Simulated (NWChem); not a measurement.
System: GeH2F2; SMILES [F][GeH2][F]

The following NWChem deck was run.

```
start job
memory heap 200 mb stack 900 mb global 1100 mb
geometry units angstroms noautosym nocenter noautoz
  Ge     0.000000     0.000000    -0.298583
  F     -1.372145     0.000000     0.753147
  F      1.372145     0.000000     0.753147
  H      0.000000     1.318576    -1.072511
  H      0.000000    -1.318576    -1.072511
end
basis spherical
  * library def2-svpd
end
dft
  xc b3lyp
  iterations 150
end
property
  response 1 0.0
end
task dft property
```

Structure relaxed at the PBE0/def2-SVP level.

Static field.

Problem. Give the results of this calculation. (B3LYP/def2-SVPD.) Quantities: isotropic polarisability (bohr³); anisotropy (bohr³).

Solution. The isotropic polarisability (bohr³) is 30.1 and the anisotropy (bohr³) is 2.1.
